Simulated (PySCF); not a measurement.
ClSr (SMILES [Cl][Sr+]), charge +1, singlet, at a GFN2-xTB geometry (such geometries of metal compounds can be far from the true shape) (core potentials on Sr); PBE/def2-TZVP (PySCF).

PySCF was given this input:
```python
from pyscf import gto, scf, dft

mol = gto.M(
    atom='''
Sr   -0.00000000   -0.00000000   -0.76811428
Cl    0.00000000    0.00000000    1.71696133
''',
    basis='def2-tzvp',
    ecp={'Sr': 'def2-tzvp'},
    charge=1,
    verbose=4,
)

mf = dft.RKS(mol)
mf.xc = 'pbe'
mf.grids.level = 5
mf.kernel()
mf.analyze()
```

The log (banner, timings and long lists left out):

```
PySCF version 2.14.0

[INPUT] verbose = 4
[INPUT] num. atoms = 2
[INPUT] num. electrons = 26
[INPUT] charge = 1
[INPUT] spin (= nelec alpha-beta = 2S) = 0
[INPUT] symmetry False subgroup None
[INPUT] Mole.unit = angstrom
[INPUT] Symbol           X                Y                Z      unit          X                Y                Z       unit  Magmom
[INPUT]  1 Sr     0.000000000000   0.000000000000  -0.768114280000 AA    0.000000000000   0.000000000000  -1.451525621567 Bohr   0.0
[INPUT]  2 Cl     0.000000000000   0.000000000000   1.716961330000 AA    0.000000000000   0.000000000000   3.244586680169 Bohr   0.0

nuclear repulsion = 36.2001564436907
number of shells = 26
number of NR pGTOs = 116
number of NR cGTOs = 70
basis = def2-tzvp
ecp = {'Sr': 'def2-tzvp'}

******** <class 'pyscf.dft.rks.RKS'> ********
method = RKS
initial guess = minao
damping factor = 0
level_shift factor = 0
DIIS = <class 'pyscf.scf.diis.CDIIS'>
diis_start_cycle = 1
diis_space = 8
diis_damp = 0
SCF conv_tol = 1e-09
SCF conv_tol_grad = None
SCF max_cycles = 50
direct_scf = True
direct_scf_tol = 1e-13
XC library pyscf.dft.libxc version 7.1.2
    S. Lehtola, C. Steigemann, M. J. T. Oliveira, and M. A. L. Marques,  SoftwareX 7, 1–5 (2018)
XC functionals = pbe
    J. P. Perdew, K. Burke, and M. Ernzerhof,  Phys. Rev. Lett. 77, 3865 (1996)
    J. P. Perdew, K. Burke, and M. Ernzerhof,  Phys. Rev. Lett. 78, 1396 (1997)
    J. P. Perdew, K. Burke, and M. Ernzerhof,  Phys. Rev. Lett. 77, 3865 (1996)
    J. P. Perdew, K. Burke, and M. Ernzerhof,  Phys. Rev. Lett. 78, 1396 (1997)
radial grids:
    Treutler-Ahlrichs [JCP 102, 346 (1995); DOI:10.1063/1.469408] (M4) radial grids

becke partition: Becke, JCP 88, 2547 (1988); DOI:10.1063/1.454033
pruning grids: <function nwchem_prune>
grids dens level: 5
symmetrized grids: False
atomic radii adjust function: <function treutler_atomic_radii_adjust>
small_rho_cutoff = 0
Set gradient conv threshold to 3.16228e-05
Initial guess from minao.
tot grids = 90376
init E= -489.194573150314
  HOMO = -0.468148055758397  LUMO = -0.264268298719198  gap/eV = 5.54785
cycle= 1 E= -490.535766916786  delta_E= -1.34  |g|= 0.453  |ddm|= 2.68
  HOMO = -0.333485366316604  LUMO = -0.262087038254766  gap/eV = 1.94285
cycle= 2 E= -490.514763424112  delta_E= 0.021  |g|= 0.542  |ddm|= 1.22
  HOMO = -0.430608548901397  LUMO = -0.271756585960901  gap/eV = 4.32258
cycle= 3 E= -490.587310850502  delta_E= -0.0725  |g|= 0.157  |ddm|= 0.701
  HOMO = -0.409728392160589  LUMO = -0.282240696424118  gap/eV = 3.46912
cycle= 4 E= -490.593524570368  delta_E= -0.00621  |g|= 0.0606  |ddm|= 0.218
  HOMO = -0.413832630257071  LUMO = -0.280496484388951  gap/eV = 3.62826
cycle= 5 E= -490.594719642612  delta_E= -0.0012  |g|= 0.00454  |ddm|= 0.0531
  HOMO = -0.41375090588818  LUMO = -0.280019578371107  gap/eV = 3.63901
cycle= 6 E= -490.594724576537  delta_E= -4.93e-06  |g|= 0.00114  |ddm|= 0.0057
  HOMO = -0.413640464586633  LUMO = -0.280125591819158  gap/eV = 3.63312
cycle= 7 E= -490.594725033411  delta_E= -4.57e-07  |g|= 0.000172  |ddm|= 0.00137
  HOMO = -0.413654118679728  LUMO = -0.280130243615525  gap/eV = 3.63337
cycle= 8 E= -490.594725040972  delta_E= -7.56e-09  |g|= 4.79e-05  |ddm|= 0.000152
  HOMO = -0.413663858919553  LUMO = -0.280130456135986  gap/eV = 3.63363
cycle= 9 E= -490.594725041832  delta_E= -8.6e-10  |g|= 1.22e-06  |ddm|= 5.84e-05
  HOMO = -0.41366333230152  LUMO = -0.280130540324187  gap/eV = 3.63361
Extra cycle  E= -490.594725041831  delta_E= 7.96e-13  |g|= 1.92e-06  |ddm|= 3.79e-06
converged SCF energy = -490.594725041831
**** SCF Summaries ****
Total Energy =                        -490.594725041831396
Nuclear Repulsion Energy =              36.200156443690666
One-electron Energy =                 -754.107624187685360
Two-electron Energy =                  227.312742702163291
Two-electron Coulomb Energy =          259.596153493233203
DFT Exchange-Correlation Energy =      -32.283410791069926
HOMO-LUMO gap [eV] =                     3.633612348823568
**** MO energy ****
MO #1   energy= -100.764696911598  occ= 2
MO #2   energy= -9.27945146281361  occ= 2
MO #3   energy= -7.09643822343996  occ= 2
MO #4   energy= -7.09570012827824  occ= 2
MO #5   energy= -7.09570012827821  occ= 2
MO #6   energy= -1.72972536007815  occ= 2
MO #7   energy= -1.06015650167779  occ= 2
MO #8   energy= -1.06015650167773  occ= 2
MO #9   energy= -1.05697422636991  occ= 2
MO #10  energy= -0.835329616001388 occ= 2
MO #11  energy= -0.431060072416542 occ= 2
MO #12  energy= -0.41366333230158  occ= 2
MO #13  energy= -0.41366333230152  occ= 2
MO #14  energy= -0.280130540324187 occ= 0
MO #15  energy= -0.234448389963025 occ= 0
MO #16  energy= -0.23444835398419  occ= 0
MO #17  energy= -0.222146989637457 occ= 0
MO #18  energy= -0.222146989637433 occ= 0
MO #19  energy= -0.215110150623096 occ= 0
MO #20  energy= -0.165472743944439 occ= 0
MO #21  energy= -0.165472743944434 occ= 0

WARN: System has nonzero charge 1; the dipole moment is origin-dependent.
Location of origin: [0. 0. 0.]

Dipole moment(X, Y, Z, Debye): -0.00000, -0.00000, -9.09402
```
